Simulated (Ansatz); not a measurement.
Input and output for CH4GeSe (`[GeH3][CH]=[Se]`).

```yaml
crystal:
  periodic: [false, false, false]
  atoms:
    - {symbol: Ge, position_ang: [-0.693619, 0.316495, -0.335208]}
    - {symbol: C, position_ang: [0.987547, -0.313353, 0.433946]}
    - {symbol: Se, position_ang: [1.369592, -1.991492, 0.751735]}
    - {symbol: H, position_ang: [-1.570025, -0.894647, -0.661547]}
    - {symbol: H, position_ang: [-0.385206, 1.136298, -1.600819]}
    - {symbol: H, position_ang: [-1.384786, 1.240478, 0.683284]}
    - {symbol: H, position_ang: [1.737897, 0.438121, 0.682909]}
basis:
  gaussian: {orbitals: def2-SVPD}
total_charge: -1
magnetization: {spin_polarized: true, initial_magnetization: 1}
hamiltonian: {xc: {name: CAM-B3LYP}}
output: {forces: true}
```

```sh
$ ansatz run in.yaml --threads 2 --pin off --events-out ev --progress --plain --max-ram 4352MiB
```

Output, abridged:

```
Functional definition: CAM-B3LYP
1276 factors; integrals over basis functions are off by at most 1.3e-3 eV
439 factors; integrals over basis functions are off by at most 3.2e-5 eV
mean field evaluation 1: about -122958.8569 eV, gradient 1.8e1 eV
mean field evaluation 2: about -122959.1836 eV, gradient 1.7e1 eV
mean field evaluation 4: about -122959.8988 eV, gradient 8.9e-1 eV
mean field evaluation 8: about -122959.9123 eV, gradient 3.5e-2 eV
mean field evaluation 16: about -122959.9124 eV, gradient 9.9e-5 eV
mean field -122959.91237655 eV, -4518.6934346162 hartree, gradient 3.0e-5 eV, S^2 0.757220; 0 other end points of the search recorded, 0 dependent functions left out
reference -122959.91251043 eV, -4518.6934395360 hartree; 39, 38 occupied and 92, 93 virtual orbitals, 1276 factors
Total energy: -122959.91251043 eV, -4518.6934395360 hartree
Atom 0 at    -0.693619     0.316495    -0.335208 Å, force     1.612574    -0.564500     0.742487 eV/Å
Atom 1 at     0.987547    -0.313353     0.433946 Å, force    -1.307014     2.710144    -0.833859 eV/Å
Atom 2 at     1.369592    -1.991492     0.751735 Å, force     0.658020    -3.011071     0.565271 eV/Å
Atom 3 at    -1.570025    -0.894647    -0.661547 Å, force    -0.249798     0.051942    -0.112096 eV/Å
Atom 4 at    -0.385206     1.136298    -1.600819 Å, force    -0.313494     0.244681    -0.282667 eV/Å
Atom 5 at    -1.384786     1.240478     0.683284 Å, force    -0.430937     0.256548    -0.063232 eV/Å
Atom 6 at     1.737897     0.438121     0.682909 Å, force     0.030650     0.312257    -0.015904 eV/Å
Dipole moment:    -0.509443     0.606775    -0.275469 e Å
```

Run time 8.5 s (2 threads of an Arm Neoverse V1 on a shared host); peak host memory 0.58 GiB.
